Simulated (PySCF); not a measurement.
# Ionisation energy of I²⁺ by level of theory

I²⁺ [Kr] 4d10 5s2 5p3 (4S) → I³⁺ [Kr] 4d10 5s2 5p2 (3P), as a difference of total energies. Computed with PySCF 2.14 in x2c-TZVPPall (8s6p4d2f, 60 functions), with scalar relativity by spin-free X2C-1e. Correlated levels: valence and next inner shell: [Ar] 3d10 frozen. The calculations carry no spin-orbit coupling.

```tsv
method	ionisation energy (eV)	difference from reference (eV)
UHF	29.828	+0.258
MP2 (valence and next inner shell)	30.451	+0.881
SCS-MP2 (valence and next inner shell)	30.266	+0.696
CCSD (valence and next inner shell)	30.324	+0.754
CCSD(T) (valence and next inner shell)	30.347	+0.777
```

Reference: 29.57 ± 0.025 eV (measured; NIST Atomic Spectra Database, ionization energies).

The reference lies between the lowest fine-structure levels, while these numbers refer to the centres of the terms.

Errors of the correlated levels include the incompleteness of this basis and the frozen core.
